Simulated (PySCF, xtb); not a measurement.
Si(CCH)2(Cl)2 (C4H2Cl2Si), SMILES C#C[Si](Cl)(Cl)C#C.

Harmonic wavenumbers (cm⁻¹) from GFN2-xTB run with xtb at its own minimum, in rising order: 74, 81, 96, 133, 142, 264, 267, 303, 304, 406, 513, 658, 679, 682, 687, 692, 728, 2209, 2211, 3359, 3360.

### Question
What does PBE-D3(BJ)/def2-SVP run with PySCF give at its own minimum? (The exact figures need the calculation; the answer reports its results.)

### Answer
85, 97, 111, 152, 173, 298, 300, 352, 368, 445, 603, 658, 702, 707, 708, 709, 710, 2092, 2094, 3389, 3389. Paired by order, the mean absolute difference is 38 cm⁻¹ and the zero-point energies are 25.5 and 25.9 kcal/mol.
